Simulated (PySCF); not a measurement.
Working out the ionisation energy of Se

Se [Ar] 3d10 4s2 4p4 (3P) → Se⁺ [Ar] 3d10 4s2 4p3 (4S). Calculation: PySCF 2.14, in ANO-RCC-VTZP; the spin-free X2C one-electron Hamiltonian (Gaussian nucleus). Frozen: [Ar] 3d10. Energies in hartree (1 hartree = 27.21139 eV):

```json
{"part": "UHF", "Se (lower)": "-2428.070827", "Se⁺ (upper)": "-2427.756757"}
{"part": "CCSD correlation", "Se (lower)": "-0.118005", "Se⁺ (upper)": "-0.088539"}
{"part": "(T)", "Se (lower)": "-0.003611", "Se⁺ (upper)": "-0.002434"}
```

Task: What does Hartree-Fock give?

Result: (-2427.756757) − (-2428.070827) = 0.314070 hartree = 8.546 eV.

Task: What do CCSD and CCSD(T) give?

Result: The CCSD correlation energies differ by 0.029466 hartree = 0.802 eV and the triples by 0.001177 hartree = 0.032 eV, so CCSD gives 9.348 eV and CCSD(T) 9.380 eV.

Measured between the centres of the two terms (NIST): 9.635 eV, so CCSD(T) (valence) is off by -0.255 eV.

What remains against the reference includes basis incompleteness, the frozen core and higher excitations.
